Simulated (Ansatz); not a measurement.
System: sum formula H$_{6}$SiN$_{3}$O, net charge 0, doublet state. It need not be the lowest isomer of its formula. 
Structure (B3LYP-D3(BJ)/def2-TZVP (Ansatz, a first-principles code) minimum search):
```xyz
11

N      1.0542     1.1942     0.7511
Si     0.0084     0.0248    -0.0071
N     -0.7884    -0.9334     1.1651
N      1.0832    -0.8630    -0.9821
O     -1.2540     0.6683    -0.8547
H      0.5540     1.9775     1.1752
H     -1.6781    -0.6613     1.5517
H     -0.2719    -1.5409     1.7792
H      0.8220    -1.6568    -1.5411
H      2.0774    -0.7347    -0.9037
H     -1.0324     1.1378    -1.6622
```
Charge 0, spin multiplicity 2.

Basis-set convergence of Hartree-Fock and CCSD(T) correlation energies (hartree) with Ansatz. Valence correlation only, unless marked. UHF or UKS for open shells. Spin-orbit coupling is left out. Non-relativistic.

```tsv
basis	functions	E(HF)	E(corr, CCSD(T))
cc-pV(D+d)Z	109	-530.75534	-0.81685
cc-pV(T+d)Z	243	-530.86857	-1.02812
cc-pV(Q+d)Z	464	-530.89297	-1.09683
```

Extrapolating the two largest sets (X = 3 and 4) as X^-3: E(corr) = (64·(-1.09683) - 27·(-1.02812))/37 = -1.1470 Eh, an estimate of the basis-set limit. The largest set recovers 95.6 % of it, the smallest 71.2 %.
